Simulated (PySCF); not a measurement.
1,1,1,2-tetrafluoroethane (C2H2F4), SMILES FCC(F)(F)F. Heavy atoms are numbered as in [F:1][CH2:2][C:3]([F:4])([F:5])[F:6]. Hydrogens are named by the atom that carries them.

Geometry optimised at PBE-D3(BJ)/def2-SVP.

Computed with PySCF with PBE/pcSseg-1.

GIAO shieldings, no solvent; atoms alike by connectivity are averaged. δ = σ(ref) − σ: ¹⁹F against CFCl3 (σ = 133.6 ppm); ¹³C against TMS (σ = 182.0 ppm); ¹H against TMS (σ = 31.49 ppm), references at their B3LYP-D3(BJ)/def2-TZVP geometries, non-relativistic.

```
nucleus     atoms  count  δ (ppm)
-------  --------  -----  -------
¹⁹F            F4      3   -107.9
¹⁹F            F1      1   -285.3
¹³C            C3      1    140.6
¹³C      C2 (CH2)      1     88.4
¹H        H on C2      2     5.07
```
